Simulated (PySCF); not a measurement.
Computed Raman spectrum (relative Raman activity) of a molecule C₂H₆FInO. Geometry optimised at B3LYP-D3(BJ)/def2-SVP. The def2 effective core potentials stand for the cores of In; spin–orbit coupling is left out. The values are those of a single conformer. All values below come from B3LYP-D3(BJ)/def2-SVP (PySCF). Frequencies are harmonic and unscaled.

Lines under 2 % of the strongest are left out, and lines within 2 cm⁻¹ are merged.

| ν (cm⁻¹) | relative intensity |
|---|---|
| 402 | 5.1 |
| 464 | 2.4 |
| 533 | 7.3 |
| 586 | 2.1 |
| 906 | 3.4 |
| 1093 | 3.0 |
| 1134 | 2.4 |
| 1298 | 3.1 |
| 1403 | 2.1 |
| 1463 | 7.4 |
| 1481 | 8.1 |
| 1864 | 100 |
| 2979 | 54 |
| 3018 | 46 |
| 3026 | 75 |
| 3107 | 35 |
| 3111 | 8.8 |

**Question.** Identify the compound among the candidates.
A) C[O][In]([CH3])[F]
B) C[CH2][In]([OH])[F]
C) CC[O][InH][F]

**Answer.** C, CC[O][InH][F]
